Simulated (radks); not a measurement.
Results of a calculation; reference values are marked as such.
All-electron atom: Pb LXXII in [Ne] 3s1 (the NIST ground configuration). Level of theory: Dirac Kohn-Sham, PBE, spin-unpolarised, spherical densities, point nucleus (a radial shooting solver on a logarithmic mesh with Libxc functionals).

Spin-orbit splittings of the eigenvalues, e(l+1/2) - e(l-1/2), with zeta = 2 splitting/(2l+1) and mean radii in bohr:

| shell | occ. | splitting (eV) | zeta (eV) | <r> j=l-1/2 | <r> j=l+1/2 |
|---|---|---|---|---|---|
| 2p | 6 | 2263 | 1509 | 0.05400 | 0.06256 |
| 3p | 0 | ? | ? | 0.1485 | 0.1611 |
| 3d | 0 | 146.4 | 58.56 | 0.1370 | 0.1409 |

Estimate the 3p splitting.

Answer. 624.3 eV (zeta = 416.2 eV).
